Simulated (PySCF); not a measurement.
All values below come from PBE0-D3(BJ)/def2-TZVP (PySCF). Isolated molecules, 0 K electronic values unless said otherwise. One relaxed conformer stands for a flexible species; it need not be the lowest. Excitations are Tamm–Dancoff values on a coarser integration grid. The basis has no diffuse functions, so Rydberg states are missing or too high.

Reference species (SMILES): `OB(O)I` (H–O–B–I torsion 180°, I–B–O–H torsion -180°) (neutral, multiplicity 1).

- S1–T1 gap (TDA) = 0.35 eV
- S1 excitation (TDA) = 5.94 eV

Changed species: `OB(I)I` (H–O–B–I torsion 0°) (2 of 3 OH replaced by I; the reference has 1 of 3 OH replaced by I).

Problem. What does the change do to the S1–T1 gap (TDA) and S1 excitation (TDA)?

Solution. the S1–T1 gap (TDA) falls by 0.20 eV, to 0.15 eV; the S1 excitation (TDA) falls by 0.99 eV, to 4.95 eV.
